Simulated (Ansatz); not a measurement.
Species: AsF2, charge 0, doublet. AsF2 (SMILES F[As]F, doublet).
B3LYP-D3(BJ)/def2-TZVP minimum from Ansatz (a quantum-chemistry and plane-wave program):
```xyz
3

As    -0.1465    -0.2056     0.3218
F      1.3359    -0.3721    -0.5823
F     -0.7986     1.1258    -0.5975
```
Charge 0, spin multiplicity 2.

Hartree-Fock and MP2 correlation energies in hartree (Ansatz). UHF or UKS for unpaired electrons; spin-orbit terms are left out. Correlated methods leave the cores frozen (noble-gas shells, and filled d and f shells in the p block). No relativity.

```csv
basis,X,E(HF),"E(corr, MP2)"
cc-pVTZ,3,-2433.22736,-0.61824
cc-pVQZ,4,-2433.25194,-0.67574
cc-pV5Z,5,-2433.25729,withheld
```

Fit E(corr) = E∞ + A/X³ to X = 3 and 4, predict X = 5, and compare with the run.

A = (-0.61824 - (-0.67574))/(1/27 - 1/64) = 2.6854; E∞ = -0.67574 - A/64 = -0.71770; at X = 5, E∞ + A/125 = -0.69622. The run gave -0.70077, 4.55 mEh below the prediction. The same form on X = 4 and 5 gives E∞ = -0.72703, 9.33 mEh below the first estimate.
